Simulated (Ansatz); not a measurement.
Species: TiH (charge 0, quartet). The spin state was set by rule; other spins were not relaxed. 
Geometry from a B3LYP-D3(BJ)/def2-TZVP (Ansatz, a first-principles code) optimisation:
```xyz
2

Ti     0.0000     0.0000    -0.0766
H      0.0000     0.0000     1.6849
```
Charge 0, spin multiplicity 4.

Quantity: vertical ionisation energy (to the triplet state of charge +1; each state is the SCF solution reached for its spin; for the quartet T1 is 0.058), in eV. Cores are frozen in the correlated levels unless marked. UHF or UKS for open shells. Spin-orbit coupling is left out. Frozen are the shells of the preceding noble gas and the d and f shells that filled before the atom's block. Non-relativistic. Basis-set limits of correlation are two-point, X^-3; Hartree-Fock from the larger set.

```tsv
level	program	vertical ionisation energy (eV)
SVWN5/def2-TZVPD	Ansatz	7.02
PBE/def2-TZVPD	Ansatz	6.84
r2SCAN/def2-TZVPD	Ansatz	6.81
B3LYP/def2-TZVPD	Ansatz	6.76
PBE0/def2-TZVPD	Ansatz	6.66
BHLYP/def2-TZVPD	Ansatz	?
CAM-B3LYP/def2-TZVPD	Ansatz	?
wB97M-V/def2-TZVPD	Ansatz	?
wB97X-V/def2-TZVPD	Ansatz	?
CCSD/def2-SVPD	Ansatz	6.19
CCSD/def2-TZVPPD	Ansatz	6.30
CCSD(T)/CBS(def2-TZVPPD,def2-QZVPPD)	Ansatz	6.33
```

### Question
Fill in the missing entries.

### Answer

- BHLYP/def2-TZVPD, vertical ionisation energy (eV): 6.44
- CAM-B3LYP/def2-TZVPD, vertical ionisation energy (eV): 6.67
- wB97M-V/def2-TZVPD, vertical ionisation energy (eV): 6.46
- wB97X-V/def2-TZVPD, vertical ionisation energy (eV): 6.39
